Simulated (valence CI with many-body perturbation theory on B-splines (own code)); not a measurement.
# Tb24+: E2, M1 decay

Computed by valence CI with perturbative core correlation (CI+MBPT): five valence electrons over a frozen Dirac-Fock core [Kr], a basis of 7 s, 7 p, 8 d, 6 f, 4 g, 1 h functions for each j, with the one-electron correlation potential Σ1, the two-electron term Σ2, the three-electron term Σ3, Breit, model QED; selected CI, second order for the rest, scaled by the run's own slope (own B-spline code, finite nucleus).

No measured levels were compared; by estimate terms of the open shell hold to 2 to 4 % of their energy, and close levels can change places. Among the levels kept, up to 270 cm⁻¹ of a level comes from second order outside the variational space, and about a tenth of that is noise between levels of different J, which matters for small intervals. The list stops below the first excitations out of the core.

Lines 1 to 50 of 120 in falling wavelength, among levels below 779490 cm⁻¹, chosen from the decays that carry over 1 % of a level's rate. Wavelengths and rates use the calculated energies, so an error of 3000 cm⁻¹ moves a line at 599.2 nm by 18 % and its rate by three times that or more. Electric multipoles are in the length gauge, E1 and E2 with the static RPA response of the core. S is in atomic units (e²a₀⁴ for E2 and M2, e²a₀⁶ for E3), for M1 in squared Bohr magnetons. Weak lines are less certain than strong ones. Lines between different terms over intervals too small for the method are left out, as are lines whose strength nearly cancels.

Levels are named by their leading jj configuration (3d3/2^4 stands for four electrons in 3d with j = 3/2), which in mixed levels can hold well under half, so a name can repeat and another be missing. Letters in brackets count levels of one name in rising energy.

| λ vac (nm) | Upper | Lower | Type | A (s⁻¹) | S (a.u.) |
| --- | --- | --- | --- | --- | --- |
| 1802 | (4d3/2^3 4d5/2^2) J=11/2 | (4d3/2^3 4d5/2^2) J=7/2 [a] | E2 | 1.44e-07 | 2.93e-03 |
| 1364 | (4d3/2^3 4d5/2^2) J=9/2 | (4d3/2^3 4d5/2^2) J=11/2 | M1 | 5.70e+00 | 5.36e+00 |
| 784.9 | (4d3/2^3 4d5/2^2) J=5/2 [b] | (4d3/2^3 4d5/2^2) J=3/2 [a] | M1 | 2.55e+01 | 2.74e+00 |
| 776.4 | (4d3/2^3 4d5/2^2) J=9/2 | (4d3/2^3 4d5/2^2) J=7/2 [a] | M1 | 3.53e+01 | 6.12e+00 |
| 749.7 | (4d3/2^2 4d5/2^3) J=13/2 | (4d3/2^2 4d5/2^3) J=11/2 | M1 | 1.70e+01 | 3.71e+00 |
| 599.2 | (4d3/2^3 4d5/2^2) J=7/2 [b] | (4d3/2^3 4d5/2^2) J=5/2 [b] | M1 | 5.14e+01 | 3.28e+00 |
| 563.5 | (4d3/2^3 4d5/2^2) J=1/2 | (4d3/2^3 4d5/2^2) J=3/2 [a] | M1 | 2.00e+02 | 2.66e+00 |
| 541.6 | (4d3/2^2 4d5/2^3) J=7/2 [b] | (4d3/2^2 4d5/2^3) J=5/2 [b] | M1 | 2.94e+01 | 1.38e+00 |
| 475.5 | (4d3/2^2 4d5/2^3) J=5/2 [b] | (4d3/2^3 4d5/2^2) J=3/2 [b] | M1 | 7.53e+01 | 1.80e+00 |
| 355.6 | (4d3/2^3 4d5/2^2) J=7/2 [a] | (4d3/2^3 4d5/2^2) J=5/2 [a] | M1 | 3.44e+02 | 4.59e+00 |
| 343.8 | (4d3/2^2 4d5/2^3) J=3/2 [a] | (4d3/2^2 4d5/2^3) J=5/2 [a] | M1 | 2.77e+02 | 1.67e+00 |
| 324.3 | (4d3/2^3 4d5/2^2) J=3/2 [a] | (4d3/2^3 4d5/2^2) J=5/2 [a] | M1 | 1.10e+02 | 5.59e-01 |
| 320.2 | (4d3/2^2 4d5/2^3) J=7/2 [b] | (4d3/2^2 4d5/2^3) J=9/2 [a] | M1 | 4.46e+01 | 4.35e-01 |
| 311.1 | (4d3/2^3 4d5/2^2) J=7/2 [b] | (4d3/2^3 4d5/2^2) J=7/2 [a] | M1 | 1.52e+02 | 1.35e+00 |
| 305.1 | (4d3/2^2 4d5/2^3) J=9/2 [a] | (4d3/2^3 4d5/2^2) J=7/2 [b] | M1 | 3.14e+02 | 3.30e+00 |
| 298.4 | (4d3/2^2 4d5/2^3) J=3/2 [b] | (4d3/2^2 4d5/2^3) J=3/2 [a] | M1 | 1.50e+02 | 5.91e-01 |
| 284.9 | (4d3/2^2 4d5/2^3) J=9/2 [c] | (4d3/2^2 4d5/2^3) J=7/2 [b] | M1 | 8.12e+01 | 6.96e-01 |
| 276.3 | (4d3/2^3 4d5/2^2) J=3/2 [b] | (4d3/2^3 4d5/2^2) J=1/2 | M1 | 7.93e+01 | 2.48e-01 |
| 256.4 | (4d3/2^2 4d5/2^3) J=9/2 [c] | (4d3/2^2 4d5/2^3) J=9/2 [b] | M1 | 6.36e+02 | 3.97e+00 |
| 248.3 | (4d3/2^2 4d5/2^3) J=7/2 [a] | (4d3/2^3 4d5/2^2) J=5/2 [b] | M1 | 6.78e+02 | 3.08e+00 |
| 247.4 | (4d3/2^2 4d5/2^3) J=7/2 [b] | (4d3/2^2 4d5/2^3) J=7/2 [a] | M1 | 2.49e+02 | 1.12e+00 |
| 242.7 | (4d3/2^3 4d5/2^2) J=3/2 [b] | (4d3/2^3 4d5/2^2) J=5/2 [b] | M1 | 1.96e+02 | 4.15e-01 |
| 240.0 | (4d3/2^2 4d5/2^3) J=1/2 [b] | (4d3/2^2 4d5/2^3) J=3/2 [a] | M1 | 4.65e+02 | 4.77e-01 |
| 236.8 | (4d3/2 4d5/2^4) J=7/2 [a] | (4d3/2^2 4d5/2^3) J=5/2 [c] | M1 | 4.77e+02 | 1.88e+00 |
| 236.1 | (4d3/2^2 4d5/2^3) J=5/2 [c] | (4d3/2^3 4d5/2^2) J=3/2 [b] | M1 | 8.57e+02 | 2.51e+00 |
| 233.4 | (4d3/2^2 4d5/2^3) J=7/2 [a] | (4d3/2^3 4d5/2^2) J=9/2 | M1 | 1.08e+03 | 4.09e+00 |
| 231.0 | (4d3/2^2 4d5/2^3) J=5/2 [c] | (4d3/2^2 4d5/2^3) J=7/2 [a] | M1 | 2.26e+02 | 6.19e-01 |
| 229.5 | (4d3/2^3 4d5/2^2) J=5/2 [b] | (4d3/2^3 4d5/2^2) J=5/2 [a] | M1 | 1.93e+03 | 5.18e+00 |
| 227.9 | (4d3/2^2 4d5/2^3) J=5/2 [a] | (4d3/2^3 4d5/2^2) J=7/2 [a] | M1 | 8.81e+02 | 2.32e+00 |
| 222.6 | (4d3/2^3 4d5/2^2) J=5/2 [a] | (4d3/2^4 4d5/2) J=5/2 | M1 | 3.06e+03 | 7.50e+00 |
| 219.6 | (4d3/2^2 4d5/2^3) J=5/2 [b] | (4d3/2^3 4d5/2^2) J=7/2 [b] | M1 | 5.06e+02 | 1.19e+00 |
| 215.2 | (4d3/2^2 4d5/2^3) J=1/2 [a] | (4d3/2^3 4d5/2^2) J=1/2 | M1 | 2.38e+03 | 1.76e+00 |
| 213.9 | (4d3/2^2 4d5/2^3) J=11/2 | (4d3/2^3 4d5/2^2) J=9/2 | M1 | 4.70e+02 | 2.04e+00 |
| 204.1 | (4d3/2 4d5/2^4) J=7/2 [a] | (4d3/2^2 4d5/2^3) J=9/2 [b] | M1 | 6.32e+02 | 1.59e+00 |
| 203.4 | (4d3/2 4d5/2^4) J=5/2 [a] | (4d3/2^2 4d5/2^3) J=3/2 [a] | M1 | 9.33e+02 | 1.75e+00 |
| 200.7 | (4d3/2^2 4d5/2^3) J=3/2 [b] | (4d3/2^3 4d5/2^2) J=3/2 [b] | M1 | 4.19e+01 | 5.03e-02 |
| 190.5 | (4d3/2^2 4d5/2^3) J=3/2 [a] | (4d3/2^3 4d5/2^2) J=1/2 | M1 | 3.00e+02 | 3.08e-01 |
| 190.4 | (4d3/2 4d5/2^4) J=3/2 [a] | (4d3/2^2 4d5/2^3) J=5/2 [c] | M1 | 4.43e+02 | 4.53e-01 |
| 185.4 | (4d3/2^3 4d5/2^2) J=3/2 [b] | (4d3/2^3 4d5/2^2) J=3/2 [a] | M1 | 3.28e+02 | 3.10e-01 |
| 184.9 | (4d3/2^2 4d5/2^3) J=11/2 | (4d3/2^3 4d5/2^2) J=11/2 | M1 | 2.65e+03 | 7.44e+00 |
| 181.4 | (4d3/2^2 4d5/2^3) J=5/2 [c] | (4d3/2^2 4d5/2^3) J=5/2 [a] | M1 | 2.60e+02 | 3.45e-01 |
| 179.4 | (4d3/2^2 4d5/2^3) J=7/2 [a] | (4d3/2^3 4d5/2^2) J=7/2 [a] | M1 | 1.39e+03 | 2.38e+00 |
| 179.1 | (4d3/2 4d5/2^4) J=11/2 | (4d3/2^2 4d5/2^3) J=9/2 [b] | M1 | 6.91e+02 | 1.76e+00 |
| 173.9 | (4d3/2^2 4d5/2^3) J=3/2 [a] | (4d3/2^3 4d5/2^2) J=5/2 [b] | M1 | 9.75e+02 | 7.60e-01 |
| 168.4 | (4d3/2^2 4d5/2^3) J=9/2 [a] | (4d3/2^3 4d5/2^2) J=11/2 | M1 | 1.08e+03 | 1.91e+00 |
| 166.4 | (4d3/2^2 4d5/2^3) J=9/2 [b] | (4d3/2^3 4d5/2^2) J=7/2 [b] | M1 | 6.30e+02 | 1.08e+00 |
| 160.7 | (4d3/2^2 4d5/2^3) J=5/2 [b] | (4d3/2^3 4d5/2^2) J=5/2 [b] | M1 | 3.20e+03 | 2.95e+00 |
| 159.7 | (4d3/2^2 4d5/2^3) J=3/2 [b] | (4d3/2^2 4d5/2^3) J=5/2 [a] | M1 | 5.77e+02 | 3.49e-01 |
| 157.3 | (4d3/2 4d5/2^4) J=7/2 [a] | (4d3/2^2 4d5/2^3) J=5/2 [b] | M1 | 2.07e+03 | 2.39e+00 |
| 156.2 | (4d3/2^2 4d5/2^3) J=7/2 [b] | (4d3/2^3 4d5/2^2) J=7/2 [b] | M1 | 4.75e+02 | 5.37e-01 |
